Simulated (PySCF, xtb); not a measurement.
FeO4, SMILES [Fe](=[O])(=[O])(=[O])=[O], multiplicity 1.

GFN2-xTB in xtb 6.7.1 at its own geometry gives an orbital gap of 4.32 eV and a dipole moment of 0.00 D.

Coordinates come from a PBE0-D3(BJ)/def2-SVP optimisation. The multiplicity is an assumed one; other spin states were not compared.

Problem. What does PySCF with CAM-B3LYP/def2-TZVP give? (An estimate is asked for; the answer gives what the named calculation found.)

Solution. gap 6.16 eV (levels -11.57 and -5.41 eV), dipole 0.00 D.
